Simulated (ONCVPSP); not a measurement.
# Reading a pseudo-wave (H (Z = 1))

Columns: radius, all-electron u(r) and pseudo u(r) of the 1s shell (level -6.49 eV) of hydrogen in the configuration 1s1; PBE, scalar-relativistic, ONCV scheme, ONCVPSP 4.0.1.

```
r (bohr)  all-electron  pseudo
   0.068        0.1219  0.0965
   0.135        0.2260  0.1892
   0.202        0.3158  0.2772
   0.270        0.3938  0.3601
   0.338        0.4601  0.4349
   0.405        0.5150  0.5000
   0.473        0.5615  0.5566
   0.540        0.5992  0.6029
   0.608        0.6301  0.6403
   0.675        0.6543  0.6682
   0.742        0.6728  0.6878
   0.810        0.6867  0.7004
   0.878        0.6960  0.7071
   0.945        0.7015  0.7092
   1.013        0.7036  0.7082
   1.080        0.7028  0.7051
   1.148        0.6995  0.7003
   1.215        0.6940  0.6942
   1.283        0.6865  0.6865
   1.350        0.6775  0.6775
   1.418        0.6670  0.6670
   1.485        0.6555  0.6555
   1.553        0.6429  0.6429
   1.620        0.6296  0.6296
   1.688        0.6155  0.6155
   1.755        0.6011  0.6011
```

(1) How many radial nodes do the two functions have?

(2) At about which radius was the pseudo-wave matched?

(3) Is the pseudo-wave norm-conserving?

Results:

(1) The all-electron 1s function has n − l − 1 = 0; the pseudo-wave has 0.

(2) 1.35 bohr. The columns agree to 0.0005 from 1.22 bohr on; several derivatives are matched, so the curves merge somewhat inside the radius.

(3) Yes: the ONCV scheme keeps the norm inside the radius equal to the all-electron one, which fixes the energy derivative of the logarithmic derivative at the level.
